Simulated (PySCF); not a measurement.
InHF₂, SMILES [F][InH][F]. Atoms are numbered in the order given.

```xyz
4

In     0.0000     0.0000    -0.2850
H      0.0000     0.0000    -1.9784
F      0.0000    -1.5714     0.8858
F      0.0000     1.5714     0.8858
```

Coordinates come from a PBE-D3(BJ)/def2-TZVP optimisation. The def2 effective core potentials stand for the cores of In; spin–orbit coupling is left out.

These are C-PCM-ωB97X/def2-SVP run with PySCF values and carry that method's errors.

The values are the electrostatic part of the solvation free energy, E(continuum) − E(gas) at the gas-phase geometry, in a cavity of scaled van der Waals radii (PySCF's table); cavitation and dispersion terms are not included. A continuum can't describe solvent molecules that bind to the metal. In vacuum the orbital gap is 12.37 eV. The dipole moment in vacuum is 3.56 D.

```csv
solvent,ε,ΔG(elec) (kcal/mol),dipole (D),gap (eV)
water,78.36,-12.4,4.29,12.71
ethylethanoate,5.99,-10.3,4.16,12.69
2-propanol,19.26,-11.9,4.25,12.71
```
